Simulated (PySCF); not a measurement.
From one molecule to another.

First species: C3H9NSi.
SMILES: `CN[SiH]1CC1`

Second species: C3H9NSi.
Z-matrix (Å and degrees, GFN2-xTB geometry), rows numbered from 1:
```
C 
C   1  1.5036
C   2  1.5016  1  114.88
N   2  1.2526  1  125.67  3  -179.47
Si  4  1.7094  2  138.49  1    -0.37
H   1  1.0880  2  110.51  3   -45.31
H   1  1.0898  2  108.99  3    73.23
H   1  1.0858  2  110.76  3  -167.13
H   3  1.0884  2  110.26  1   -52.29
H   3  1.0891  2  109.57  1    66.38
H   3  1.0857  2  110.20  1  -173.60
H   5  1.4613  4  103.37  2   118.92
H   5  1.4732  4  119.24  2    -1.82
H   5  1.4616  4  103.40  2  -122.78
```

Levels: wB97X-D/def2-SVPD for dipole moment, HOMO energy, LUMO energy, HOMO–LUMO gap, static isotropic polarisability and electronic spatial extent ⟨r²⟩ about the centre of nuclear charge; TDDFT wB97X-D/def2-SVPD for lowest singlet excitation; TDA wB97X-D/def2-SVPD for lowest triplet excitation (Tamm–Dancoff); GFN2-xTB for rotational constant A and rotational constant C. Geometries: GFN2-xTB. Each structure is a single optimised conformer of the isolated species, non-relativistic unless stated. Electronic properties by PySCF.

The conformers computed, where there is a choice (atom-mapped SMILES and torsion angles):
- `[CH3:1][NH:2][SiH:3]1[CH2:4][CH2:5]1`: C1–N2–Si3–C4 95°

Problem. Which of the two has the higher HOMO energy, and by how much?

Solution. The first: -8.32 eV against -8.52 eV, a difference of 0.20 eV.

Problem. Which of the two has the higher rotational constant C, and by how much?

Solution. The first: 2.196 GHz against 1.820 GHz, a difference of 0.376 GHz.

Problem. Which has the higher dipole moment?

Solution. The second: 2.29 D against 1.40 D, a difference of 0.89 D.

Problem. Which of the two has the higher ⟨r²⟩, and by how much?

Solution. The second: 710 bohr² against 646 bohr², a difference of 64 bohr².

Problem. Which has the higher HOMO–LUMO gap?

Solution. The first: 10.46 eV against 10.02 eV, a difference of 0.44 eV.

Problem. Which of the two has the higher LUMO energy, and by how much?

Solution. The first: 2.14 eV against 1.50 eV, a difference of 0.64 eV.

Problem. Which has the higher T1 energy?

Solution. The first: 5.28 eV against 3.92 eV, a difference of 1.36 eV.

Problem. Which of the two has the higher static isotropic polarisability, and by how much?

Solution. The second: 73.1 au against 70.8 au, a difference of 2.3 au.

On the first: The vertical singlet–triplet gap S1 − T1 is 0.89 eV (TDDFT singlet less Tamm–Dancoff triplet; S1: HOMO→LUMO, weight 0.51, beside HOMO−1→LUMO, weight 0.34; T1: HOMO→LUMO, weight 0.43, beside HOMO→LUMO+1, weight 0.36).

On the second: S1 lies 5.62 eV below the HOMO–LUMO gap; its leading configuration is HOMO→LUMO, weight 0.97. The principal polarisabilities are 57.8, 68.7 and 92.7 au; their mean is the isotropic value.
